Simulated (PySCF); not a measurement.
Bonds (- single, = double, # triple, : aromatic): F1-C2, C2-F3, C2-F4, C2-C5, C5-Si6, Si6-P7, P7-Si8, P7-Si9. C5 carries H10, H11; Si6 carries H12, H13; Si8 carries H14, H15, H16; Si9 carries H17, H18, H19.

[PySCF: geometry from GFN2-xTB; PBE0/pcSseg-1 with gauge-including orbitals; no relativistic terms; no solvent model; rapidly exchanging positions averaged; a single conformation]

Question: List the cross peaks expected in HSQC, COSY and HMBC spectra.

Answer: 

HSQC (one-bond C–H):
```
            δH         δC
1.79 (H10/H11)  23.1 (C5)
```

COSY cross peaks (H two or three bonds apart, from the bond graph; peaks can be absent where the dihedral angle is near 90°):
```
            δH              δH
4.59 (H12/H13)  1.79 (H10/H11)
```

HMBC (two and three bonds, from the bond graph):
```
            δH                     δC
4.59 (H12/H13)  136.3 (C2), 23.1 (C5)
1.79 (H10/H11)             136.3 (C2)
```

δ = σ(ref) − σ, references computed at the same level: 1H and 13C against TMS.

Shifts are as computed. Against solution values, carbons near 30 ppm lie about +3 ppm off and those near 130 ppm about +5 ppm. Of 1309 compounds with measured shifts, 239 miss one by over three times the rms of a fit or turn the order of signals round; such compounds aren't used in these exercises.
